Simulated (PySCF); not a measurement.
# Relaxation of triplet RuSF₂

These are results of PySCF, UPBE0, basis Ru def2-SVP with ECP28, S def2-SVP, F def2-SVP (scalar-relativistic core potentials, no spin–orbit coupling, density fitting), not measurements. A (50,194) grid was used.

A hand-made T-shaped (ligand arrangement 1) start, of Cs symmetry, held to at least that symmetry:

```xyz
4
charge 0 multiplicity 3, angstrom
Ru    0.1779    0.0000   -0.2297
S    -1.9008    0.0000   -0.1571
F     0.1779    0.0000    1.6603
F     2.0667    0.0000   -0.1637
```

Optimiser trace:
| step | E − E(last) (kJ/mol) | largest gradient (Eh/bohr) |
| --- | --- | --- |
| 0 | 60.40 | 0.04602 |
| 1 | 38.12 | 0.02553 |
| 2 | 17.15 | 0.01706 |
| 3 | 10.66 | 0.01263 |
| 4 | 5.55 | 0.01282 |
| 5 | 2.39 | 0.00766 |
| 6 | 0.72 | 0.00878 |
| 7 | 0.16 | 0.00308 |
| 8 | 0.03 | 0.00106 |
| 9 | 0.02 | 0.00058 |
| 10 | 0.00 | 0.00021 |
| 11 | 0.00 | 0.00006 |

It ends at Cs with Ru–F 1.848 Å (×2), Ru–S 2.076 Å; F–Ru–F 92.7°, F–Ru–S 133.7° (×2) (after a last refinement on a finer grid). A frequency run shows 1 imaginary mode, down to 153i cm⁻¹, so it is a saddle point. Other isomers or separated fragments may lie lower.

The determinant is spin-contaminated (⟨S²⟩ = 2.26, pure value 2.00). Open d and f shells are described by one determinant, and the ground state may have another occupation or spin.

The relaxation took of the order of 60 core-seconds on a shared host.
